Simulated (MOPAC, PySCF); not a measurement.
C5H13GaO, SMILES `C[CH2][Ga]([O]C)[CH2]C`, neutral singlet in the gas phase. 

Cartesian coordinates (Å):
```xyz
20

C      3.1297    -0.2897     0.2999
C      1.9453    -1.2505     0.2988
Ga     0.1765    -0.4214     0.0532
C     -0.1887     1.5004    -0.2394
C     -1.6288     1.9818    -0.3726
O     -1.1220    -1.6574     0.1256
C     -2.5030    -1.5583     0.0119
H      3.0541     0.4577     1.1064
H      4.0899    -0.8138     0.4389
H      3.2062     0.2724    -0.6451
H      1.8982    -1.8253     1.2399
H      2.0521    -2.0109    -0.4942
H      0.3213     2.0247     0.5894
H      0.3960     1.7738    -1.1370
H     -1.6825     3.0717    -0.5328
H     -2.2219     1.7606     0.5285
H     -2.1450     1.5067    -1.2212
H     -2.8659    -2.1006    -0.8821
H     -2.8755    -0.5199    -0.0643
H     -2.9986    -2.0181     0.8878
```
Charge 0, spin multiplicity 1.

All levels are single points at this geometry (PBE0-D3(BJ)/def2-SVP); Pople sets use spherical d functions. Orbital energies aren't observables, and empty levels follow the basis.

| level | HOMO (eV) | LUMO (eV) | gap (eV) | dipole (D) | vertical IE, Delta-SCF (eV) |
|---|---|---|---|---|---|
| PBE0-D3(BJ)/def2-TZVP in PySCF | -6.95 | -0.27 | 6.68 | 1.47 | 8.67 |
| BP86/6-31G* in PySCF | -5.58 | -0.96 | 4.62 | 1.41 | – |
| HF/3-21G in PySCF | -9.69 | 2.69 | 12.38 | 1.73 | – |
| HF/STO-3G in PySCF | -6.96 | 5.95 | 12.91 | 0.80 | – |
| PM3 in MOPAC | -8.89 | -1.25 | 7.64 | 2.81 | – |
| PM6 in MOPAC | -9.82 | 0.75 | 10.57 | 1.85 | – |
